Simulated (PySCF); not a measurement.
# Stretching one bond of FHOSi

All numbers below are calculated, not measured. The program is PySCF 2.14.0, an open-source quantum chemistry code, run on an isolated molecule that a program drew, which may never have been made. The molecule is FHOSi (charge 0, singlet), drawn as the SMILES string `O[Si]F`.

The structure below is the HF double-zeta minimum with every atom moved a little at random, so it isn't optimised. Bond O1-H4 is then set to each length in the table by shifting atom 4 along it, with nothing else relaxed.
```xyz
4
FHOSi, angstrom
O    -1.7999    0.7582   -1.3567
Si   -1.2854    2.0598   -2.2997
F     0.2938    1.5579   -2.2673
H    -2.7864    0.6600   -1.0700
```

E is the energy above the same method's energy at the HF double-zeta minimum. IE is the energy to remove one electron at fixed geometry, to the doublet state of charge +1, as a difference of total energies. The basis family is cc-pV(n+d)Z, with UHF for radicals and no spin-orbit coupling. Best is HF at quadruple zeta, plus MP2 correlation extrapolated from triple and quadruple zeta, plus CCSD(T) minus MP2 at triple zeta, with a frozen core. The other columns are at triple zeta.

```
bond (Å)  E MP2 (kcal/mol)  E r2SCAN (kcal/mol)  E CCSD(T) (kcal/mol)  E best (kcal/mol)  IE MP2 (eV)  IE r2SCAN (eV)  IE CCSD(T) (eV)  IE best (eV)     T1
  0.9240              3.21                 3.03                  3.29               3.12       10.300          10.166           10.447        10.650  0.016
  1.0000              3.18                 2.94                  3.37               3.31       10.246          10.114           10.391        10.597  0.016
  1.0150              3.91                 3.65                  4.12               4.07       10.235          10.103           10.380        10.587  0.016
  1.0320                 ?                    ?                     ?                  ?            ?               ?                ?             ?      ?
  1.2890             36.28                35.09                 36.27              36.02       10.072           9.933           10.209        10.423  0.017
```

T1 is the CCSD diagnostic of the starting molecule.

**Estimate the best E and IE at 1.0320 Å from the other rows.**

A cubic in the inverse of the bond length through the other values of E best gives 5.15 kcal/mol there. A least-squares quadratic in the bond length through IE best gives 10.576 eV. The calculation gives 5.15 kcal/mol and 10.576 eV, so the fits miss by 0.00 kcal/mol and 0.000 eV. The same recipe one zeta lower moves these two values by 0.54 kcal/mol and 0.10 eV, a gauge of their own error. The rest of the row: E is 4.97 (MP2), 4.67 (r2SCAN), 5.19 (CCSD(T)); IE is 10.223 (MP2), 10.092 (r2SCAN), 10.368 (CCSD(T)); T1 is 0.016.
